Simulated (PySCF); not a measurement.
C₄H₈BFO₂.
Numbering: `[CH3:1][C@@:2]1([CH2:3][F:4])[CH2:5][O:6][BH:7][O:8]1`

Probes without a nucleus sit at each ring's centroid and 1 Å off its mean plane on both sides; NICS is minus the shielding there, NICSzz its component along the normal. Level: GIAO KT2/pcSseg-1 (PySCF, non-relativistic, gas phase) on the PBE0-D3(BJ)/def2-SVP geometry, one conformer.

Ring bond lengths (Å): C2–C5 1.545, C5–O6 1.418, O6–B7 1.360, B7–O8 1.365, O8–C2 1.430.

What do the NICS probes read (ppm)?

```json
{"ring": "C2–C5–O6–B7–O8", "type": "5-membered ring with B and 2 O; formal bonds all single", "NICS(0)": "-6.0", "NICS(1), two faces": "-2.6 / -3.0", "NICS(1)zz, two faces": "-4.3 / -5.2", "rms pucker (Å)": "0.06", "centre to ring atoms, mean (Å)": "1.21"}
```

What can be read from them?

- C2–C5–O6–B7–O8: mean NICS(1)zz -4.8 ppm, shielded. C2, C5 have four or more neighbours; no verdict on aromaticity is drawn.

What is the mean of the two in-plane components of NICS at the first NICS(1) probe listed for ring C2–C5–O6–B7–O8, 1 Å off the ring?

The isotropic value is a third of the trace: (3 × -2.6 − (-4.3))/2 = -1.8 ppm.

Give the inner angles of the rings.

- C2–C5–O6–B7–O8: C2 103.7°, C5 105.1°, O6 107.7°, B7 113.5°, O8 108.0°; sum 538.0° against 540° for a flat convex ring.

What are the shieldings of the ring atoms and their hydrogens in the same run (means over atoms taken as equivalent)?

```csv
atoms,environment,σ isotropic (ppm),"principal values of the symmetric part, first atom (ppm)"
C2,sp3 carbon bound to oxygen,102.5,"71.8, 88.2, 147.4"
C5,sp3 carbon bound to oxygen,107.5,"78.8, 99.3, 144.4"
O6,boron-bound oxygen,181.7,"44.9, 229.6, 270.7"
B7,three-coordinate boron,75.7,"69.9, 73.0, 84.4"
O8,boron-bound oxygen,148.0,"38.9, 192.5, 212.7"
H on C5,methylene hydrogen,27.47,"23.2, 27.9, 31.4"
H on C5,methylene hydrogen,26.86,"23.4, 27.4, 29.8"
H on B7,B–H hydrogen,27.07,"24.5, 25.4, 31.3"
```

How do the values depend on the level or the medium?

```
             level  NICS(0), C2–C5–O6–B7–O8  mean NICS(1)zz, C2–C5–O6–B7–O8
 KT2/pcSseg-1, gas                     -6.0                            -4.8
PBE0/pcSseg-1, gas                     -5.9                            -4.5
```

The geometry is the same throughout.

Hardware: one thread, Arm Neoverse V2 (aarch64), no GPU, shared host. Cost: 31 s, 0.87 GiB resident at most. This is the whole shielding run at KT2/pcSseg-1, SCF included.

Shape of the structure used: `[CH3:1][C@@:2]1([CH2:3][F:4])[CH2:5][O:6][BH:7][O:8]1`: C1–C2–C3–F4 61°.
